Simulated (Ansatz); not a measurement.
Ansatz (a quantum-chemistry and plane-wave program) input (CCSD(T)/6-31G*):

Ansatz 0.2 input:
```yaml
crystal:
  periodic: [false, false, false]
  atoms:
    - {symbol: C, position_ang: [1.88798504, 0.66839427, -0.01309512]}
    - {symbol: O, position_ang: [0.76101893, -0.21517209, 0.40905698]}
    - {symbol: B, position_ang: [-0.63666897, -0.17554532, -0.03820807]}
    - {symbol: O, position_ang: [-1.33592651, -1.13032569, 0.57133344]}
    - {symbol: O, position_ang: [-0.85677571, 0.78795049, -0.92711474]}
    - {symbol: H, position_ang: [2.24247668, 1.17508925, 0.87833003]}
    - {symbol: H, position_ang: [2.63925245, 0.02805026, -0.46320593]}
    - {symbol: H, position_ang: [1.45829685, 1.35753753, -0.72941139]}
    - {symbol: H, position_ang: [0.98120200, -0.90116435, 1.06071537]}
    - {symbol: H, position_ang: [-2.27565026, -1.24906960, 0.39492690]}
    - {symbol: H, position_ang: [-1.73667674, 0.91729615, -1.29794932]}
basis:
  gaussian:
    orbitals: 6-31G*
total_charge: 1
magnetization: {spin_polarized: false}
correlation: {method: ccsd_t, electrons: outside_noble_gas}
```

Output:

```
Functional definition: HF
integrals: 0.09 GiB planned
853 factors; integrals over basis functions are off by at most 1.0e-3 eV
0.32 GiB of device memory are held for the factors and their scratch space
mean field: 0.26 GiB planned
mean field evaluation 1: about -7899.4312 eV, gradient 5.8e1 eV
mean field evaluation 2: about -7899.4776 eV, gradient 5.8e1 eV
mean field evaluation 4: about -7905.3514 eV, gradient 3.1e0 eV
mean field evaluation 8: about -7905.3840 eV, gradient 1.5e-1 eV
mean field evaluation 16: about -7905.3277 eV, gradient 5.5e-1 eV
mean field -7905.38413302 eV, -290.5175084266 hartree, gradient 4.6e-6 eV, S^2 0.000000; 0 other end points of the search recorded, 0 dependent functions left out
5 core orbitals not correlated
reference -7905.38413302 eV, -290.5175084266 hartree; 15, 15 occupied and 67, 67 virtual orbitals, 853 factors
second order -19.87141915 eV of doubles, -0.00000000 eV of singles
coupled cluster: 1.33 GiB planned
cycle   1  -20.19257901 eV  change   -3.2e-1 eV  update   9.6e-2
cycle   2  -20.65865210 eV  change   -4.7e-1 eV  update   2.6e-2
cycle   3  -20.77800334 eV  change   -1.2e-1 eV  update   1.3e-2
cycle   4  -20.77276906 eV  change    5.2e-3 eV  update   2.7e-3
cycle   5  -20.77234235 eV  change    4.3e-4 eV  update   9.7e-4
cycle   6  -20.77248141 eV  change   -1.4e-4 eV  update   2.7e-4
cycle   7  -20.77224282 eV  change    2.4e-4 eV  update   8.6e-5
cycle   8  -20.77216869 eV  change    7.4e-5 eV  update   2.6e-5
cycle   9  -20.77217946 eV  change   -1.1e-5 eV  update   8.7e-6
perturbative correction -0.44960395 eV, -0.0165226405 hartree
Total energy: -7926.60591644 eV, -291.2973945825 hartree
```

It need not be the lowest isomer of its formula.
